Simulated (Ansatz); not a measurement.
Reactions of `F[SiH](Cl)C#[C][GeH3]`.

Computed with Ansatz on PBE0-D4/def2-TZVP structures; ΔE is electronic, products minus reactants. CBS: MP2 limit from def2 TZ/QZ plus the TZ coupled-cluster correction, frozen cores. This one scheme is used for every species. DFT in def2-TZVPP. B3LYP here is the variant with VWN-RPA as its local correlation; programs differ in this. For Ge outer-core shells are correlated without core-valence functions, which leaves a few kJ/mol of doubt a bond. Scalar relativity is left out up to krypton. Each species was taken in one conformer, which may not be the lowest.

```
                                                                                  reaction  CCSD(T)/CBS(def2) (eV)
       `F[SiH](Cl)C#[C][GeH3]` + `[SiH3][SiH3]` → `F[SiH](Cl)[SiH2][SiH3]` + `C#[C][GeH3]`                    0.44
        `F[SiH](Cl)C#[C][GeH3]` + `C[CH2][AlH2]` → `C[CH]([AlH2])[GeH3]` + `C#C[SiH](F)Cl`                    0.22
                     `F[SiH](Cl)C#[C][GeH3]` + `N=C=O` → `O=C=N[SiH](F)Cl` + `C#[C][GeH3]`                       ?
`F[SiH](Cl)C#[C][GeH3]` + `[SiH3]N[SiH2]Cl` → `[SiH3][NH][GeH3]` + `F[SiH](Cl)C#C[SiH2]Cl`                    0.52
```

Question: Fill in the missing values. (Estimate.)

Answer: The calculation gave: `F[SiH](Cl)C#[C][GeH3]` + `N=C=O` → `O=C=N[SiH](F)Cl` + `C#[C][GeH3]`: -0.64 eV.

Largest T1 diagnostic: 0.018, for `N=C=O`.
